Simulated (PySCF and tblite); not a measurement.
The numbers below are computed, except where a source is named.
C7H10F2, numbered as in [F:1][CH:2]([F:3])[C@H:4]1[C@H:5]2[CH2:6][CH2:7][C@@H:8]1[CH2:9]2.

The ensemble was built from 60 distance-geometry starts (ETKDG and KDG, MMFF94s, GFN2-xTB) and rests on GFN2-xTB geometries. Weights use PBE0-D3(BJ)/def2-SVP energies plus GFN2-xTB zero-point and thermal terms (modes under about 100 cm⁻¹ blended into free rotors). Symmetry numbers and mirror images are counted. Conformers within 2.5 kcal/mol (GFN2-xTB free energy) were kept, 6 at most. Codes: tblite and PySCF.

Torsions listed: F1–C2–C4–C5. The 4-ring runs over atoms 4–5–9–8. The 5-ring runs over atoms 4–5–6–7–8. Of a mirror pair one member is shown.

```tsv
conformer	shape	symmetry
1	4-ring puckered (ring torsions -36, 36, -36, 36°); 5-ring envelope (ring torsions 42, 2, -45, 65, -64°); 90°	C1 (pair)
2	4-ring puckered (ring torsions -36, 36, -35, 35°); 5-ring envelope (ring torsions 44, 0, -44, 65, -65°); -172°	Cs
```

Problem. Which of these conformers is the most populated at 298.15 K, and with what share?

Solution. Conformer 2, about 92 %.

Problem. Give the DFT energies and free energies relative to the lowest, and all weights.

Solution. 
| conformer | shape | E(DFT) kcal/mol | G(298.15 K) kcal/mol | weight % |
| --- | --- | --- | --- | --- |
| 1 | 4-ring puckered (ring torsions -36, 36, -36, 36°); 5-ring envelope (ring torsions 42, 2, -45, 65, -64°); 90° | 1.75 | 1.43 | 8.2 |
| 2 | 4-ring puckered (ring torsions -36, 36, -35, 35°); 5-ring envelope (ring torsions 44, 0, -44, 65, -65°); -172° | 0.00 | 0.00 | 91.8 |

Problem. How does its share change from 250 K to 350 K?

Solution. From 95 % to 88 %; the mixing entropy goes from 0.45 to 0.91 cal/(mol K).


Conformer gaps in def2-SVP on xTB geometries can be 2 kcal/mol too large for S=O, P=O and other polar bonds.